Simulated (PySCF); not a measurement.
## Structure from NMR data

The spectra below were simulated for a compound C6H5FSi.

$^{1}$H NMR (600 MHz, computed): δ 7.28 (m, 1H), 7.27 (m, 1H), 5.71 (m, 1H), 5.33 (m, 1H), 3.53 (s, 1H).

$^{13}$C{$^{1}$H} NMR (computed): δ 162.2 (CH), 158.1 (CH), 129.9 (CH), 128.9 (C), 100.2 (CH), 87.1 (C).

PySCF 2.14 calculation with GFN2-xTB structure and shieldings: GIAO PBE0/pcSseg-1; relativity neglected, no solvent model, one conformer.

Shifts are taken against calculated references (same method and geometry level): $^{1}$H (σref 31.72), $^{13}$C (σref 186.93) vs TMS.

Which candidate is it?
A. C#C/C=C(\F)[SiH2]C#C
B. C#CC1=CC=C[Si@H]1F
C. C#C[Si@@H]1C=CC=C1F

Results:

B. 

- The formula gives 5 degrees of unsaturation (1 ring in the answer).
- 6 carbon signals for 6 carbons: no two carbons are equivalent.
- Carbon types of the structure: 2 × C, 4 × CH, leaving 1 H on heteroatoms.
- δC 162.2, 158.1, 129.9: alkene CH; the olefinic region.
- δC 128.9: fully substituted alkene carbon; as expected for a trigonal carbon in a double bond.
- δC 100.2: terminal alkyne carbon; the triple bond shields along its axis, which puts it between sp3 and sp2 carbons.
- δC 87.1: alkyne carbon; the triple bond shields along its axis, which puts it between sp3 and sp2 carbons.
- δH 3.53: hydrogen on a terminal alkyne carbon; it lies on the axis of the triple bond, in its shielding cone.

The others: C#C/C=C(\F)[SiH2]C#C would give 4 signals for carbon-bound and other non-exchanging H, not 5; C#C[Si@@H]1C=CC=C1F has carbons computed at 187.8, 155.3, 130.6, 122.1, 105.5, 82.1.

Splittings by $^{19}$F in the carbon and heteronuclear signals aren't shown, as no couplings were computed. Shifts are as computed. Against solution values, carbons near 30 ppm lie about +3 ppm off and those near 130 ppm about +5 ppm. Of 1211 compounds with measured shifts, 218 miss one by over three times the rms of a fit or turn the order of signals round; such compounds aren't used in these exercises. No couplings were computed; multiplicities are counted from neighbouring protons, with m where these are inequivalent, close in shift, in a saturated or five-membered ring or joined by F or P, and br s for small geminal =CH2 splittings.
